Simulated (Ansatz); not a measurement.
Consider the redistribution: `[SiH3][O][Mg][O][SiH3]` + `[CH3][Ga]([CH3])[F]` → `[F][Mg][O][SiH3]` + `[CH3][Ga]([CH3])[O][SiH3]`.

Gas-phase electronic energies from Ansatz, PBE0-D4/def2-TZVP geometries. CCSD(T)/CBS adds triple-zeta CCSD(T) − MP2 to the extrapolated MP2 energy (def2 sets, frozen cores). Functionals use def2-TZVPP. B3LYP here is the variant with VWN-RPA as its local correlation; programs differ in this. For Ga, Mg outer-core shells are correlated without core-valence functions, which leaves a few kJ/mol of doubt a bond. Scalar relativity is left out up to krypton. One conformer a species, not always the lowest.

Question: Is it downhill or uphill in electronic energy at CCSD(T)/CBS, and by how much? (Estimate.)

Answer: Computed: Downhill: ΔE = -3.6 kJ/mol.

Question: What do these levels give: BLYP-D4, r2SCANh-D4, ωB97X-V, ωB97M-V, B2PLYP, revPBE, B3LYP, LC-ωPBE, MP2/def2-TZVPP, CCSD/def2-TZVPP, HF/def2-QZVPP, SCS-MP2/def2-QZVPP? (An estimate is asked.)

Answer: Ansatz gave: BLYP-D4 -9.6, r2SCANh-D4 -4.5, ωB97X-V -5.7, ωB97M-V -5.8, B2PLYP -3.8, revPBE -2.7, B3LYP -1.1, LC-ωPBE -3.6, MP2/def2-TZVPP -8.4, CCSD/def2-TZVPP -5.0, HF/def2-QZVPP 1.5, SCS-MP2/def2-QZVPP -4.6 kJ/mol.

Largest T1 diagnostic among the species: 0.012.

Leaving LDA and LC-ωPBE aside and taking each functional with its dispersion term where it has one, the values, not all of them listed here, spread over 6.8 kJ/mol, from revPBE-D4 to B2PLYP. At CCSD(T), def2-SVP lies −3.2 kJ/mol from the extrapolated value and def2-TZVPP −2.8 kJ/mol.
